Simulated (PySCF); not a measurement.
CH₅AlO₂, singlet, geometry from GFN2-xTB (such geometries of metal compounds can be far from the true shape), with bond 9-6 at 1.4 times its length; CASSCF(2,2)/6-31G* (PySCF).

PySCF was given this input:
```python
from pyscf import gto, scf, mcscf
import numpy

mol = gto.Mole()
mol.atom = '''
    Al   -0.379796   -0.027222    0.726846
    H    -1.545922   -0.808765    1.238521
    O     0.324222    1.003926    1.792187
    H     0.719700    1.593350    2.417810
    O     0.019542   -0.329339   -0.844133
    C     0.309065   -0.621033   -2.179384
    H     1.085871   -1.387949   -2.235249
    H    -0.587885   -0.989358   -2.683432
    H     0.801886    0.634968   -2.900917
'''
mol.basis = '6-31g*'
mol.charge = 0
mol.spin = 0
mol.verbose = 4
mol.build()

mf = scf.RHF(mol)
mf.kernel()
mc = mcscf.CASSCF(mf, 2, 2)
mc.kernel()
occ = numpy.linalg.eigvalsh(mc.fcisolver.make_rdm1(mc.ci, mc.ncas, mc.nelecas))[::-1]
ss = mc.fcisolver.spin_square(mc.ci, mc.ncas, mc.nelecas)[0]
print('natural occupations', occ.round(4), ' <S^2>', round(ss, 4))
```

It wrote (shortened):

```
PySCF version 2.14.0

[INPUT] verbose = 4
[INPUT] num. atoms = 9
[INPUT] num. electrons = 40
[INPUT] charge = 0
[INPUT] spin (= nelec alpha-beta = 2S) = 0
[INPUT] symmetry False subgroup None
[INPUT] Mole.unit = angstrom
[INPUT] Symbol           X                Y                Z      unit          X                Y                Z       unit  Magmom
[INPUT]  1 Al    -0.379796000000  -0.027222000000   0.726846000000 AA   -0.717710423205  -0.051442124563   1.373539874736 Bohr   0.0
[INPUT]  2 H     -1.545922000000  -0.808765000000   1.238521000000 AA   -2.921369189940  -1.528344349134   2.340465489522 Bohr   0.0
[INPUT]  3 O      0.324222000000   1.003926000000   1.792187000000 AA    0.612690783559   1.897145189330   3.386742594006 Bohr   0.0
[INPUT]  4 H      0.719700000000   1.593350000000   2.417810000000 AA    1.360035891849   3.010995120576   4.568998721235 Bohr   0.0
[INPUT]  5 O      0.019542000000  -0.329339000000  -0.844133000000 AA    0.036929027926  -0.622360512138  -1.595180182707 Bohr   0.0
[INPUT]  6 C      0.309065000000  -0.621033000000  -2.179384000000 AA    0.584048204689  -1.173582284317  -4.118438880259 Bohr   0.0
[INPUT]  7 H      1.085871000000  -1.387949000000  -2.235249000000 AA    2.051998796608  -2.622843484864  -4.224008430208 Bohr   0.0
[INPUT]  8 H     -0.587885000000  -0.989358000000  -2.683432000000 AA   -1.110941642740  -1.869615659147  -5.070951553894 Bohr   0.0
[INPUT]  9 H      0.801886000000   0.634968000000  -2.900917000000 AA    1.515344923123   1.199915617863  -5.481938640095 Bohr   0.0

nuclear repulsion = 157.068694441657
number of shells = 36
number of NR pGTOs = 152
number of NR cGTOs = 70
basis = 6-31g*
ecp = {}

******** <class 'pyscf.scf.hf.RHF'> ********
method = RHF
initial guess = minao
damping factor = 0
level_shift factor = 0
DIIS = <class 'pyscf.scf.diis.CDIIS'>
diis_start_cycle = 1
diis_space = 8
diis_damp = 0
SCF conv_tol = 1e-09
SCF conv_tol_grad = None
SCF max_cycles = 50
direct_scf = True
direct_scf_tol = 1e-13
Set gradient conv threshold to 3.16228e-05
Initial guess from minao.
init E= -432.392632768175
  HOMO = -0.308636785840636  LUMO = 0.0100142650539423  gap/eV = 8.67094
cycle= 1 E= -432.29238076277  delta_E=  0.1  |g|= 0.741  |ddm|= 2.42
  HOMO = -0.351280200181822  LUMO = 0.115873037470297  gap/eV = 12.71189
cycle= 2 E= -432.372971534067  delta_E= -0.0806  |g|= 0.457  |ddm|= 0.714
  HOMO = -0.40009929108227  LUMO = 0.10383922265409  gap/eV = 13.71287
cycle= 3 E= -432.4121918188  delta_E= -0.0392  |g|= 0.0485  |ddm|= 0.286
  HOMO = -0.39483512274724  LUMO = 0.106294225223401  gap/eV = 13.63642
cycle= 4 E= -432.413110185333  delta_E= -0.000918  |g|= 0.012  |ddm|= 0.067
  HOMO = -0.397114057273451  LUMO = 0.106422603983865  gap/eV = 13.70193
cycle= 5 E= -432.413155782373  delta_E= -4.56e-05  |g|= 0.0033  |ddm|= 0.0134
  HOMO = -0.39660548946179  LUMO = 0.106417939054281  gap/eV = 13.68796
cycle= 6 E= -432.413160309326  delta_E= -4.53e-06  |g|= 0.00095  |ddm|= 0.00454
  HOMO = -0.396655813228794  LUMO = 0.10638812070722  gap/eV = 13.68852
cycle= 7 E= -432.41316066821  delta_E= -3.59e-07  |g|= 0.000338  |ddm|= 0.00128
  HOMO = -0.396683581103664  LUMO = 0.106387591985122  gap/eV = 13.68926
cycle= 8 E= -432.413160718073  delta_E= -4.99e-08  |g|= 7.83e-05  |ddm|= 0.000495
  HOMO = -0.396679739600092  LUMO = 0.106393196247117  gap/eV = 13.68931
cycle= 9 E= -432.413160722088  delta_E= -4.02e-09  |g|= 1.43e-05  |ddm|= 0.000158
  HOMO = -0.396680990117117  LUMO = 0.106392088114086  gap/eV = 13.68932
cycle= 10 E= -432.413160722216  delta_E= -1.28e-10  |g|= 2.87e-06  |ddm|= 2.58e-05
  HOMO = -0.396681011567429  LUMO = 0.106392093667489  gap/eV = 13.68932
Extra cycle  E= -432.413160722221  delta_E= -5.23e-12  |g|= 1.14e-06  |ddm|= 4.78e-06
converged SCF energy = -432.413160722221

******** <class 'pyscf.mcscf.mc1step.CASSCF'> ********
CAS (1e+1e, 2o), ncore = 19, nvir = 49
max_cycle_macro = 50
max_cycle_micro = 4
conv_tol = 1e-07
conv_tol_grad = None
orbital rotation max_stepsize = 0.02
orbital rotation threshold for CI restart = 0.01
augmented hessian ah_max_cycle = 30
augmented hessian ah_conv_tol = 1e-12
augmented hessian ah_linear dependence = 1e-14
augmented hessian ah_level shift = 1e-08
augmented hessian ah_start_tol = 2.5
augmented hessian ah_start_cycle = 3
augmented hessian ah_grad_trust_region = 3
kf_trust_region = 3
kf_interval = 4
ci_response_space = 4
ci_grad_trust_region = 3
with_dep4 0
natorb = False
canonicalization = True
sorting_mo_energy = False
ao2mo_level = 2
internal_rotation = False
******** <class 'pyscf.fci.direct_spin1.FCISolver'> ********
max. cycles = 50
conv_tol = 1e-08
davidson only = False
linear dependence = 1e-12
level shift = 0.001
max iter space = 12
nroots = 1
pspace_size = 400
spin = None
CASCI E = -432.413171183843  S^2 = 0.0000000
Set conv_tol_grad to 0.000316228
macro iter   1 (  6 JK    1 micro), CASSCF E = -432.413175278983  dE = -4.09513996e-06  S^2 = 0.0000000
               |grad[o]|=0.000102  |grad[c]|=0.000665  |ddm|=9.68e-05  |maxRot[o]|=0.0452
macro iter   2 (  6 JK    1 micro), CASSCF E = -432.413179555525  dE = -4.27654192e-06  S^2 = 0.0000000
               |grad[o]|=0.000135  |grad[c]|=0.000503  |ddm|=2.84e-05  |maxRot[o]|=0.0663
macro iter   3 (  7 JK    2 micro), CASSCF E = -432.413192291756  dE = -1.27362314e-05  S^2 = 0.0000000
               |grad[o]|=0.000168  |grad[c]|=0.00138  |ddm|=0.000147  |maxRot[o]|=0.0447
macro iter   4 ( 12 JK    3 micro), CASSCF E = -432.413401686096  dE = -2.09394340e-04  S^2 = 0.0000000
               |grad[o]|=0.000272  |grad[c]|=0.0044  |ddm|=0.00484  |maxRot[o]|=0.0862
macro iter   5 ( 12 JK    3 micro), CASSCF E = -432.414028392199  dE = -6.26706103e-04  S^2 = 0.0000000
               |grad[o]|=0.00154  |grad[c]|=0.00476  |ddm|=0.0205  |maxRot[o]|=0.121
macro iter   6 ( 21 JK    4 micro), CASSCF E = -432.418653864706  dE = -4.62547251e-03  S^2 = 0.0000000
               |grad[o]|=0.0042  |grad[c]|=0.0205  |ddm|=0.0648  |maxRot[o]|=0.207
macro iter   7 ( 21 JK    4 micro), CASSCF E = -432.424693147026  dE = -6.03928232e-03  S^2 = 0.0000000
               |grad[o]|=0.0126  |grad[c]|=0.0242  |ddm|=0.0134  |maxRot[o]|=0.228
macro iter   8 ( 21 JK    4 micro), CASSCF E = -432.426988627833  dE = -2.29548081e-03  S^2 = 0.0000000
               |grad[o]|=0.0103  |grad[c]|=0.0147  |ddm|=0.00347  |maxRot[o]|=0.158
macro iter   9 ( 11 JK    3 micro), CASSCF E = -432.427329685309  dE = -3.41057476e-04  S^2 = 0.0000000
               |grad[o]|=0.00567  |grad[c]|=0.0149  |ddm|=0.0061  |maxRot[o]|=0.0868
macro iter  10 ( 10 JK    3 micro), CASSCF E = -432.427392147319  dE = -6.24620092e-05  S^2 = 0.0000000
               |grad[o]|=0.00295  |grad[c]|=0.0136  |ddm|=0.0067  |maxRot[o]|=0.093
macro iter  11 ( 21 JK    4 micro), CASSCF E = -432.427411087304  dE = -1.89399854e-05  S^2 = 0.0000000
               |grad[o]|=0.00124  |grad[c]|=0.00256  |ddm|=0.00115  |maxRot[o]|=0.108
macro iter  12 ( 20 JK    4 micro), CASSCF E = -432.427408828345  dE =  2.25895934e-06  S^2 = 0.0000000
               |grad[o]|=0.00144  |grad[c]|=0.0021  |ddm|=0.000752  |maxRot[o]|=0.0328
macro iter  13 ( 21 JK    4 micro), CASSCF E = -432.427414587817  dE = -5.75947206e-06  S^2 = 0.0000000
               |grad[o]|=0.000829  |grad[c]|=0.00161  |ddm|=0.000628  |maxRot[o]|=0.00865
macro iter  14 (  7 JK    2 micro), CASSCF E = -432.427421830816  dE = -7.24299957e-06  S^2 = 0.0000000
               |grad[o]|=0.000487  |grad[c]|=0.00339  |ddm|=0.00169  |maxRot[o]|=0.0383
macro iter  15 ( 19 JK    4 micro), CASSCF E = -432.427413170729  dE =  8.66008753e-06  S^2 = 0.0000000
               |grad[o]|=0.000256  |grad[c]|=0.00138  |ddm|=0.00107  |maxRot[o]|=0.082
macro iter  16 ( 17 JK    4 micro), CASSCF E = -432.427420436269  dE = -7.26554009e-06  S^2 = 0.0000000
               |grad[o]|=0.000687  |grad[c]|=0.00179  |ddm|=0.000653  |maxRot[o]|=0.025
macro iter  17 ( 16 JK    4 micro), CASSCF E = -432.427422738612  dE = -2.30234349e-06  S^2 = 0.0000000
               |grad[o]|=0.000303  |grad[c]|=0.00186  |ddm|=0.000778  |maxRot[o]|=0.0236
macro iter  18 (  7 JK    2 micro), CASSCF E = -432.427421665999  dE =  1.07261332e-06  S^2 = 0.0000000
               |grad[o]|=0.000217  |grad[c]|=0.000553  |ddm|=0.000129  |maxRot[o]|=0.0153
macro iter  19 ( 21 JK    4 micro), CASSCF E = -432.427421444909  dE =  2.21089692e-07  S^2 = 0.0000000
               |grad[o]|=0.000164  |grad[c]|=0.000637  |ddm|=0.000292  |maxRot[o]|=0.00125
macro iter  20 ( 13 JK    2 micro), CASSCF E = -432.427422689700  dE = -1.24479061e-06  S^2 = 0.0000000
               |grad[o]|=0.000207  |grad[c]|=0.000356  |ddm|=0.000134  |maxRot[o]|=0.0124
macro iter  21 (  5 JK    1 micro), CASSCF E = -432.427423236528  dE = -5.46827778e-07  S^2 = 0.0000000
               |grad[o]|=0.000138  |grad[c]|=0.000514  |ddm|=0.000168  |maxRot[o]|=0.0148
macro iter  22 (  3 JK    1 micro), CASSCF E = -432.427423241068  dE = -4.53997018e-09  S^2 = 0.0000000
               |grad[o]|=5.91e-05  |grad[c]|=3.47e-05  |ddm|=2.94e-05  |maxRot[o]|=0.000329
1-step CASSCF converged in  22 macro (297 JK  64 micro) steps
CASSCF canonicalization
Density matrix diagonal elements [1.98631088 0.01368912]
CASSCF energy = -432.427423241068
CASCI E = -432.427423241068  E(CI) = -1.99352098741423  S^2 = 0.0000000
natural occupations [1.9866 0.0134]  <S^2> 0.0
```
